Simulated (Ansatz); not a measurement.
Correlation energies of C$_{4}$H$_{10}$AlF (`C[CH2][Al]([F])[CH2]C`) by basis set

```csv
atom,x (Å),y (Å),z (Å)
C1,0.277,-1.464,-2.022
C2,0.263,-1.953,-0.574
Al3,0.030,-0.564,0.780
F4,0.015,-1.053,2.366
C5,-0.185,1.343,0.417
C6,-0.351,2.261,1.628
H7,1.086,-0.750,-2.203
H8,0.409,-2.285,-2.733
H9,-0.654,-0.956,-2.289
H10,-0.530,-2.698,-0.430
H11,1.189,-2.494,-0.344
H12,-1.040,1.452,-0.264
H13,0.676,1.661,-0.187
H14,0.509,2.202,2.299
H15,-1.228,1.990,2.221
H16,-0.466,3.309,1.336
```

Total charge 0; spin multiplicity 1. All single points use the PBE0-D4/def2-TZVP geometry. It is one conformer, not always the lowest. Frozen core, restricted reference, Ansatz 0.2.0.

```tsv
basis	HF (Eh)	MP2 corr.	CCSD corr.	(T)	CCSD(T) total
def2-SVP	-498.46486	-0.82734	-0.89372	-0.02258	-499.38116
def2-TZVPP	-498.84912	-1.03684	–	–	–
def2-QZVPP	-498.86880	-1.11161	–	–	–
```
